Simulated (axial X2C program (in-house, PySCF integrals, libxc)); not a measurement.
# FeP: bond constants with and without spin–orbit coupling

Calculated with an axial X2C code built on PySCF integrals. Spin-free means the one-electron spin-free X2C Hamiltonian; two-component (2c) means X2C with spin–orbit coupling and atomic mean-field two-electron Coulomb and Gaunt terms, so the difference of the two also holds small scalar two-electron terms. Basis: Fe dyall-cv3z [9s10p6d3f2g], P dyall-v3z [8s7p2d1f] (cores contracted in-house); Gaussian nuclei, density fitting, unrestricted open shells. Masses: Fe 55.935 u, P 30.974 u.

State, spin-free: M_S = 1/2, Λ = 2 (beyond evenly filled blocks: δ+α, δ+β, δ-α); electrons by block: σα: 11, σβ: 11, π+α: 4, π+β: 4, π-α: 4, π-β: 4, δ+α: 1, δ+β: 1, δ-α: 1. Fragments: Fe + P.

State, 2c: Ω = 5/2 (⟨Sz⟩ = 0.50, ⟨Lz⟩ = 2.00 at PBE0); electrons by block: 1/2: 15, -1/2: 15, 3/2: 5, -3/2: 5, 5/2: 1. Fragments: Fe + P.

```json
{"Hamiltonian": "spin-free", "level": "PBE0", "Re (Å)": "2.143", "ωe (cm⁻¹)": "356.8", "ωexe (cm⁻¹)": "1.62", "αe (cm⁻¹)": "0.00121", "De (eV)": "1.56", "D0 (eV)": "1.54", "k (mdyn/Å)": "1.5", "μ (D)": "-2.90"}
{"Hamiltonian": "2c", "level": "PBE0", "Re (Å)": "2.144", "ωe (cm⁻¹)": "356.7", "ωexe (cm⁻¹)": "1.62", "αe (cm⁻¹)": "0.00121", "De (eV)": "n/a", "D0 (eV)": "n/a", "k (mdyn/Å)": "1.49", "μ (D)": "-2.90"}
```

Dipoles are positive if P is the positive end.

The state is a single determinant with fixed occupations, the lowest that a limited PBE0 search found. De is counted from the lowest determinant-based energies of the atoms at the same level, without counterpoise correction. De is not given where an atomic determinant may have missed its ground term or J level, or where the truncated virtual space spoils (T). Density functionals use the spin component along the axis (collinear). Other states lie close and PBE0, whose exact exchange favours high spin, may order them wrongly; the determinant shown need not be the ground state. The nearest other spin-free determinant of the search, M_S = 3/2, Λ = 1, lies 0.03 eV up at the distance of the search. The functionals have no current-density term, which raises determinants with orbital currents, atoms included. The determinant is spin-polarised beyond a pure state at some levels (its spin-free form has ⟨S²⟩ too high), which makes Re and μ there less reliable.

No reliable constants came from CCSD (2c), CCSD (spin-free), CCSD(T) (2c), CCSD(T) (spin-free), HF (2c), HF (spin-free), MP2 (2c), MP2 (spin-free), TPSS (2c), TPSS (spin-free): no minimum in range, unconverged points, a curve that is not smooth, a change of character along it, or the two Hamiltonians disagreeing along it.

Rough cost a point (2c) on 1 thread(s) of a shared host, integrals apart: PBE0 0.6 s.

The whole task took 3.5 min on 1 thread of INTEL(R) XEON(R) PLATINUM 8581C CPU @ 2.30GHz (Emerald Rapids), on a shared host.
